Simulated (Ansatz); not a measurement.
Basis-set extrapolation for CH₇ClO₂Si₂, SMILES `O[SiH](O)C[SiH2]Cl` (PBE0-D4/def2-TZVP geometry, frozen core, the Gaussian-basis code of Ansatz). Multiplicity 1, RHF reference.

|  | def2-TZVPP | def2-QZVPP |
| --- | --- | --- |
| HF | -1229.341051 | -1229.381686 |
| MP2 correlation | -1.088115 | -1.178060 |
| CCSD(T) correlation | -1.185996 | not run |

Energies in hartree. Use E(X) = E(∞) + A·exp(−7.88·√X) for Hartree–Fock and E(X) = E(∞) + B·X^(−2.97) for correlation, with X = 3 and 4, and add CCSD(T) minus MP2 of the smaller set to the MP2 limit.

**Question.** What is the CCSD(T) energy at the basis-set limit?

**Answer.** HF limit: -1229.381686 + (-0.040635) × 0.13774 = -1229.38728. MP2 limit: -1.178060 + (-0.089945) × 0.74074 = -1.24469. Higher-order term: -1.185996 − (-1.088115) = -0.09788. Total: -1230.72985 hartree, 5.52 eV below CCSD(T)/def2-TZVPP.
